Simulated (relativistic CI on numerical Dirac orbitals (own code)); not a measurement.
A reference radial Dirac CI calculation of P+ gave the lowest total energy -341.07638 Ha in 20 SCF steps, from this input:

```
atom P  Z=15  charge=1  electrons=14
nucleus A=31  rms_radius_fm=3.1889
hamiltonian dirac-coulomb  breit=on  qed=on  c_scale=1
orbitals kli  potential=per-configuration
slater_scale 1
correlation none
mixing on
grid step=0.0125 r_max=51.4
scf mixing=0.4 start=green max_iterations=150 tolerance=2e-08 node_fill=0.05
configurations
  [Ne] 3s2 3p2
  [Ne] 3s 3p3
end
```

One setting was then changed, and the output read:

```
SCF 1: [Ne] 3s2 3p2
 iter      energy (Ha)   residual   last orbital (Ha)
    1      -339.498270   9.51e-01     -0.85030
    2      -340.874159   3.70e-01     -0.70982
    3      -341.162795   2.38e-02     -0.66155
    4      -341.164625   1.46e-02     -0.69243
    5      -341.164848   5.34e-04     -0.68756
    6      -341.164877   6.49e-05     -0.68764
    7      -341.164878   4.64e-05     -0.68771
    8      -341.164878   5.76e-07     -0.68773
    9      -341.164878   4.75e-07     -0.68773
   10      -341.164878   7.30e-09     -0.68773
SCF 2: [Ne] 3s 3p3
 iter      energy (Ha)   residual   last orbital (Ha)
    1      -339.159327   9.52e-01     -0.85030
    2      -340.536682   3.63e-01     -0.70366
    3      -340.815166   2.43e-02     -0.65643
    4      -340.817792   1.06e-02     -0.68677
    5      -340.817913   8.53e-04     -0.68297
    6      -340.817961   5.71e-05     -0.68285
    7      -340.817961   5.48e-05     -0.68285
    8      -340.817963   1.56e-06     -0.68293
    9      -340.817963   6.56e-07     -0.68293
   10      -340.817963   9.44e-09     -0.68293
orbital energies (Ha): 1s -77.1122  2s -7.0540  2p1/2 -5.2441  2p3/2 -5.2104  3s -1.0185  3p1/2 -0.6900  3p3/2 -0.6877
configuration averages (Ha): Dirac-Coulomb, Breit, QED
  3s2 3p2                       -341.164878    0.069765    0.045780
  3s 3p3                        -340.817963    0.069725    0.045627
levels: no., configuration, term, J, E (cm-1), weight
   1 3s2 3p2                3P   0                0.0  1.00
   2 3s2 3p2                3P   1              165.9  1.00
   3 3s2 3p2                3P   2              478.3  1.00
   4 3s2 3p2                1D   2            11502.0  1.00
   5 3s2 3p2                1S   0            28268.8  1.00
   6 3s 3p3                 5S*  2            32287.1  1.00
   7 3s 3p3                 3D*  1            71031.9  1.00
   8 3s 3p3                 3D*  2            71052.4  1.00
   9 3s 3p3                 3D*  3            71089.1  1.00
  10 3s 3p3                 3P*  0            82311.7  1.00
  11 3s 3p3                 3P*  1            82328.9  1.00
  12 3s 3p3                 3P*  2            82365.5  1.00
  13 3s 3p3                 1D*  2           114817.9  1.00
  14 3s 3p3                 3S*  1           119774.8  1.00
lowest total energy -341.076267 Ha
end: converged
```

Question: Which setting was changed?
A. Breit term
B. SCF mixing
C. grid step
D. speed of light

Answer: C. The grid step 0.04.
